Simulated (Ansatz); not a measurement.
Consider the redistribution: `[NH2][AlH][OH]` + `C=NB(C)F` → `C=[N][Al]([NH2])[OH]` + `CBF`.

Isolated molecules relaxed with PBE0-D4/def2-TZVP in Ansatz; ΔE leaves out vibrations. CBS: MP2 limit from def2 TZ/QZ plus the TZ coupled-cluster correction, frozen cores. This one scheme is used for every species. Each species was taken in one conformer, which may not be the lowest.

```
               species  HF/def2-TZVPP energy (Eh)
      `[NH2][AlH][OH]`                 -373.72477
            `C=NB(C)F`                 -257.40390
`C=[N][Al]([NH2])[OH]`                 -466.67317
                 `CBF`                 -164.44982
```

Work out ΔE.

ΔE = (-466.67317) + (-164.44982) − (-373.72477) − (-257.40390) = 0.00568 Eh = +14.9 kJ/mol. CCSD(T)/CBS gives +23.1 kJ/mol.

Largest T1 diagnostic among the species: 0.013.

In def2-TZVPP, CCSD(T) changes the Hartree–Fock value by +9.1 kJ/mol (the triples alone add +1.9 kJ/mol) and MP2 by +6.8 kJ/mol. From PBE to PBE0 (25 % exact exchange), in def2-TZVPP and without D4, ΔE moves by −5.2 kJ/mol.
